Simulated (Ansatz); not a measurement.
Geometry optimisation, RKS B3LYP/def2-SVP in Ansatz.

The input (input.yaml):

```yaml
crystal:
  periodic: [false, false, false]
  atoms:
    - { symbol: C, position_ang: [0.26314, 1.22228, -1.12939] }
    - { symbol: "N", position_ang: [0.14105, 0.29378, -0.27249] }
    - { symbol: B, position_ang: [0.11608, -0.62374, 0.68624] }
    - { symbol: F, position_ang: [0.24429, -2.00459, 0.39402] }
    - { symbol: H, position_ang: [-0.78873, 1.50462, -1.53837] }
    - { symbol: H, position_ang: [-0.71405, -0.29816, -0.27395] }
total_charge: -1
basis:
  gaussian: { orbitals: def2-SVP }
hamiltonian:
  xc: b3lyp
relax:
  f_tol: 0.02
  max_steps: 50
```

Run as:

```bash
$ ansatz run input.yaml --threads 1 --pin off --max-ram 2048MiB --backend cpu --events-out ev --progress --plain --runs-dir out
```

Q: Where does it end, and by what steps?

A: It converged. Limits of this set-up: an anion without diffuse functions, the dipole of an ion depends on the origin. After 17 steps the energy has fallen by 1.769 eV; B3 moved furthest, 0.73 Å. Parted: B3–H6.

```json
{"step": "0", "energy less start (eV)": "0.0000", "largest force component (eV/Å)": "5.375", "accepted": "yes"}
{"step": "1", "energy less start (eV)": "-0.7947", "largest force component (eV/Å)": "2.508", "accepted": "yes"}
{"step": "2", "energy less start (eV)": "-1.1014", "largest force component (eV/Å)": "1.062", "accepted": "yes"}
{"step": "3", "energy less start (eV)": "-1.1162", "largest force component (eV/Å)": "1.473", "accepted": "yes"}
{"step": "4", "energy less start (eV)": "-1.1908", "largest force component (eV/Å)": "0.678", "accepted": "yes"}
{"step": "5", "energy less start (eV)": "-1.2532", "largest force component (eV/Å)": "1.123", "accepted": "yes"}
{"step": "6", "energy less start (eV)": "-1.4043", "largest force component (eV/Å)": "2.030", "accepted": "yes"}
{"step": "7", "energy less start (eV)": "-1.4947", "largest force component (eV/Å)": "1.512", "accepted": "yes"}
{"step": "8", "energy less start (eV)": "-1.5824", "largest force component (eV/Å)": "0.705", "accepted": "yes"}
{"step": "9", "energy less start (eV)": "-1.6155", "largest force component (eV/Å)": "0.317", "accepted": "yes"}
{"step": "10", "energy less start (eV)": "-1.6314", "largest force component (eV/Å)": "0.286", "accepted": "yes"}
{"step": "11", "energy less start (eV)": "-1.6454", "largest force component (eV/Å)": "0.795", "accepted": "yes"}
{"step": "12", "energy less start (eV)": "-1.6882", "largest force component (eV/Å)": "1.035", "accepted": "yes"}
{"step": "13", "energy less start (eV)": "-1.7307", "largest force component (eV/Å)": "0.591", "accepted": "yes"}
{"step": "14", "energy less start (eV)": "-1.6964", "largest force component (eV/Å)": "1.958", "accepted": "no"}
{"step": "15", "energy less start (eV)": "-1.7628", "largest force component (eV/Å)": "0.313", "accepted": "yes"}
{"step": "16", "energy less start (eV)": "-1.7683", "largest force component (eV/Å)": "0.149", "accepted": "yes"}
{"step": "17", "energy less start (eV)": "-1.7690", "largest force component (eV/Å)": "0.019", "accepted": "yes"}
```

```xyz
6
Properties=species:S:1:pos:R:3
C 0.211 1.317 -0.888
N -0.064 0.129 -0.385
B 0.817 -0.761 0.546
F -0.028 -1.857 0.701
H -0.698 1.600 -1.507
H -0.976 -0.334 -0.602
```

Time of the run: 38 s on 1 thread of Arm Neoverse V1, with other jobs on the host, peak memory 0.15 GiB.
